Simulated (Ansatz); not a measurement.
System: RbI, net charge 0, singlet state. 
Coordinates optimised at B3LYP-D3(BJ)/def2-TZVP (Ansatz, a quantum-chemistry and plane-wave program):
```xyz
2

Rb     0.0000     0.0000    -1.9203
I      0.0000     0.0000     1.3406
```

Parts of the frozen-core correlation energy in def2-SVP (Ansatz, hartree). Frozen orbitals: 13; correlated occupied orbitals by spin: 4 and 4; virtual: 33 and 33. Spin-orbit coupling is left out. Past Kr the def2 sets carry scalar-relativistic core potentials.

```json
[
 {"term": "reference (HF)", "value": "-320.54869"},
 {"term": "MP2 opposite-spin", "value": "…"},
 {"term": "MP2 same-spin", "value": "…"},
 {"term": "CCSD correlation", "value": "-0.10926"},
 {"term": "(T)", "value": "…"},
 {"term": "CCSDT minus CCSD(T)", "value": "-0.00014"},
 {"term": "CCSDT(Q) minus CCSD(T)", "value": "-0.00035"},
 {"term": "T1 diagnostic", "value": "0.006"},
 {"term": "largest doubles amplitude", "value": "0.036"}
]
```

Q: What belongs in the gaps?

A: 
- MP2 opposite-spin, value: -0.07226
- MP2 same-spin, value: -0.02760
- (T), value: -0.00126
